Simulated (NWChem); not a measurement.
System: TiHSF3; SMILES [F][Ti]([F])([F])[SH]

NWChem printed, in part:

```
             Northwest Computational Chemistry Package (NWChem) 7.3.0
             --------------------------------------------------------

 C1  symmetry detected

                             Geometry "geometry" -> ""
                             -------------------------

 Output coordinates in angstroms (scale by  1.889725989 to convert to a.u.)

  No.       Tag          Charge          X              Y              Z
 ---- ---------------- ---------- -------------- -------------- --------------
    1 Ti                  22.0000     0.02631342    -0.36765127     0.00014950
    2 F                    9.0000    -0.81159334    -0.96670744     1.39604494
    3 F                    9.0000     1.69064577    -0.83448841     0.00545479
    4 F                    9.0000    -0.80213738    -0.96786618    -1.40091522
    5 S                   16.0000     0.00470368     1.93607052    -0.00047529
    6 H                    1.0000    -1.34638948     2.03275800    -0.00094487

 Effective nuclear repulsion energy (a.u.)     391.3007399458

                                 NWChem DFT Module
                                 -----------------

 Summary of "ao basis" -> "ao basis" (spherical)
 ------------------------------------------------------------------------------
       Tag                 Description            Shells   Functions and Types
 ---------------- ------------------------------  ------  ---------------------
 Ti                          6-31g*                 12       34   5s4p2d1f
 F                           6-31g*                  6       14   3s2p1d
 S                           6-31g*                  8       18   4s3p1d
 H                           6-31g*                  2        2   2s

            General Information
            -------------------
          SCF calculation type: DFT
          Wavefunction type:  closed shell.
          No. of atoms     :     6
          No. of electrons :    66
           Alpha electrons :    33
            Beta electrons :    33
          Charge           :     0
          Spin multiplicity:     1
          Use of symmetry is: off; symmetry adaption is: off
          Maximum number of iterations: 150
          AO basis - number of functions:    96
                     number of shells:    40
          Convergence on energy requested:  1.00D-06
          Convergence on density requested:  1.00D-05
          Convergence on gradient requested:  5.00D-04

              XC Information
              --------------
                      r^2SCAN Method XC Functional
               r^2SCAN metaGGA Exchange Functional  1.000
                     r^2SCAN Correlation Potential  1.000

             Grid Information
             ----------------
          Grid used for XC integration:  xfine
          Radial quadrature: Mura-Knowles
          Angular quadrature: Lebedev.
          Tag              B.-S. Rad. Rad. Pts. Rad. Cut. Ang. Pts.
          ---              ---------- --------- --------- ---------
          Ti                  1.40      160          11.0      1454
          F                   0.50      100          11.0      1454
          S                   1.00      125          11.0      1454
          H                   0.35      100          11.0      1202
          Grid pruning is: on
          Number of quadrature shells:   685
          Spatial weights used:  Erf1

      Superposition of Atomic Density Guess
      -------------------------------------

 Sum of atomic energies:       -1544.37211914

      Non-variational initial energy
      ------------------------------

 Total energy =   -1544.267264
 1-e energy   =   -2909.707611
 2-e energy   =     974.139607
 HOMO         =      -0.344637
 LUMO         =      -0.017027

[...]

                         DFT ENERGY GRADIENTS

    atom               coordinates                        gradient
                 x          y          z           x          y          z
   1 Ti      0.049725  -0.694760   0.000283   -0.000316  -0.002622   0.000004
   2 F      -1.533689  -1.826812   2.638142    0.000257   0.000277  -0.000028
   3 F       3.194857  -1.576954   0.010308   -0.000088   0.000191  -0.000001
   4 F      -1.515820  -1.829002  -2.647346    0.000260   0.000274   0.000025
   5 S       0.008889   3.658643  -0.000898    0.000418   0.001552  -0.000007
   6 H      -2.544307   3.841356  -0.001786   -0.000532   0.000328   0.000007
```

Level: r2SCAN/6-31G* (spherical d). Structure relaxed at the B3LYP/6-31G* (spherical d) level.

**Question.** Write an input that gives this output.

**Answer.** Several could match; the one computed here: the input that was run:
```
start job
memory heap 200 mb stack 900 mb global 1100 mb
geometry units angstroms noautoz
  Ti     0.009643    -0.357939     0.000599
  F     -0.853451    -0.924764     1.394607
  F      1.654803    -0.888358     0.009053
  F     -0.838439    -0.925496    -1.402329
  S      0.076532     1.944913     0.000758
  H     -1.269847     2.093423    -0.002369
end
basis spherical
  * library 6-31g*
end
dft
  xc r2scan
  iterations 150
  grid xfine
end
task dft gradient
```
